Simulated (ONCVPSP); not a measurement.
# Pd, ONCV: configuration errors across variants

ONCVPSP 4.0.1 input, shortened (lines: element, Z, core and valence counts, functional; n l f; lmax; l rc ep ncon nbas qcut; lloc lpopt rc5 dvloc0; l nproj debl; icmod fcfact rcfact), PBEsol, scalar-relativistic:

```
  Pd 46.00    6    3  -116133      upf
    1    0    2.00
    2    0    2.00
    2    1    6.00
    3    0    2.00
    3    1    6.00
    3    2   10.00
    4    0    2.00
    4    1    6.00
    4    2   10.00
    2
    0    1.05    0.00    4    7    4.90
    1    1.15    0.00    3    7    7.30
    2    2.05    0.00    5   10    8.50
    4    5    0.70    6.00
    0    3    3.80
    1    1    2.50
    2    3    3.80
    0    0.00    0.00
```

All-electron excitation energies from the reference (eV): (1) 4s2 4p6 4d9 9.121; (2) 4s2 4p6 4d8 29.939; (3) 4s2 4p6 4d9.5 3.236.

A true bound ghost makes a file unfit for plane-wave use even where its test errors are small: the radial tests pick states by their node count and pass the ghost by.

Errors AE − PS in meV (a dash: test not solved or not reliable):

| change | (1) | (2) | (3) | bound ghosts | GHOST(+) flags above zero |
| --- | --- | --- | --- | --- | --- |
| base | +0.4 | +5.3 | +0.2 | none | s |
| local potential polynomial inside 0.70 bohr (lpopt 5, dvloc0 9.5 Ha) | +0.4 | +5.2 | +0.2 | none | s |
| s: ncon 5, nbas 8 | +0.4 | +5.4 | +0.2 | s | s |
| s: qcut 5.4; p: qcut 8; d: qcut 9.3 | +0.2 | +3.4 | +0.1 | none | s |
| s: qcut 4.4 | +0.4 | +5.3 | +0.2 | none | s |
| all radii scaled by about 0.93 (s 0.98, p 1.08, d 1.90 bohr); local potential polynomial inside 0.66 bohr (lpopt 5, dvloc0 6 Ha) | 0.0 | +2.1 | +0.1 | s | s, p, d |
| d: rc 3.06 | -36 | -190 | -7.3 | none | s, d |

Q: Give the same row for: d: qcut 8.9.

A: +0.3, +4.1, +0.2; bound ghosts: none; GHOST(+) flags above zero: s.
